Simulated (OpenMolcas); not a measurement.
A calculation on Bi²⁺.

| Quantity | Value |
| --- | --- |
| Program | OpenMolcas 26.06 |
| Method | SS-RASPT2, IPEA 0.25 Eh, imaginary shift 0.1 Eh (closed shells correlated: 5d 6s) |
| Basis | ANO-RCC-VQZP [9s8p6d4f3g] |
| Scalar Hamiltonian | DKH2, point nucleus |
| Active space | 1 electron in 9 orbitals (RAS2 6p; RAS3 6d 7s, at most 1 electron) |
| State averaging | 2S+1 = 2 odd, 3 roots; 2S+1 = 2 even, 6 roots |
| Spin-orbit coupling | state interaction with AMFI integrals over the reference wave functions, term energies averaged over their components |

Problem. Which level of the active space comes out lowest?

Solution. 6s2 6p 2P* 1/2, with 100 % of that term; it is also the measured ground level.

Problem. How high does 6s2 6d 2D 5/2 lie?

Solution. 100416 cm-1 above the lowest level; measured 102446 cm-1 above the ground level, so the calculation is off by -2 %.

Problem. How high does 6s2 6d 2D 3/2 lie?

Solution. 98749 cm-1 above the lowest level.

Problem. How high does 6s2 7s 2S 1/2 lie?

Solution. 91866 cm-1 above the lowest level; measured 95075 cm-1 above the ground level, so the calculation is off by -3 %.

Measured values: Moore, Atomic Energy Levels, vol. III, NSRDS-NBS 35 (1971 reprint of NBS Circular 467, 1958).

ANO sets are built for valence states and can reach diffuse excited orbitals poorly, and with the s shell closed the s pⁿ⁺¹ terms that mix with these levels are absent. Spin-orbit splittings of 6p shells tend to come out small when the coupling is added on scalar orbitals. With one active electron, CASPT2 adds the correlation within the correlated inactive shells and between them and that electron, and leaves the splitting within a term as the reference gives it. Measured partners are found by configuration, term and J. A level has none where our copy of the source lacks it or the pairing is in doubt (some pairs that miss far off the trend of their configuration count as doubtful), and it then counts in no deviation. Only configurations of the active space appear.

* marks odd parity.
